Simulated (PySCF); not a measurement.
# Polarisability and C₆ of Fe (iron, neutral)

[Ar] 3d6 4s2, high-spin 5D determinant. Calculation: PySCF 2.14, in aug-cc-pwCVTZ-DK; the spin-free X2C one-electron Hamiltonian (Gaussian nucleus). Coupled (time-dependent) response in atomic units; α is the mean over directions.

```json
{"method": "B97-3", "mean α (bohr³)": "63.04", "α xx, yy, zz": "61.85, 61.85, 65.43", "C₆ (like pair)": "565.9", "S(−4)": "2137"}
```

S(−4) is the Cauchy moment in α(ω) = α(0) + S(−4) ω² + …

Reference α: 62 ± 4 bohr³ (recommended; Schwerdtfeger and Nagle, table of static dipole polarizabilities (2023 update)). Published C₆: 482.0 (Chu and Dalgarno (2004); Tang, Norbeck and Certain (1976)).

α(iu) at B97-3:

```csv
u (hartree),α(iu) (bohr³)
0,63.04
0.0500,58.19
0.100,47.70
0.200,28.95
0.300,18.45
0.500,9.541
0.750,5.583
1.00,3.841
1.50,2.272
2.00,1.554
3.00,0.8892
5.00,0.4162
```

The components differ because the open shell of this determinant is not spherical; for a pure term their mean is the scalar polarisability.
